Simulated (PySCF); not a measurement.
I4Sn, SMILES [I][Sn-]([I])([I])[I] (connectivity only; charge and spin as stated), charge -1, multiplicity 2.

Geometry: B3LYP-D3(BJ)/def2-SVPD. The def2 effective core potentials stand for the cores of I, Sn; spin–orbit coupling is left out.

Level of theory: C-PCM-B3LYP/def2-SVPD (PySCF 2.14.0).

The values are the electrostatic part of the solvation free energy, E(continuum) − E(gas) at the gas-phase geometry, in a cavity of scaled van der Waals radii (PySCF's table); cavitation and dispersion terms are not included. A continuum can't describe solvent molecules that bind to the metal.

| solvent | ε | ΔG(elec) (kcal/mol) |
|---|---|---|
| water | 78.36 | -36.4 |
| chlorobenzene | 5.70 | -30.3 |
| ethanol | 24.85 | -35.3 |
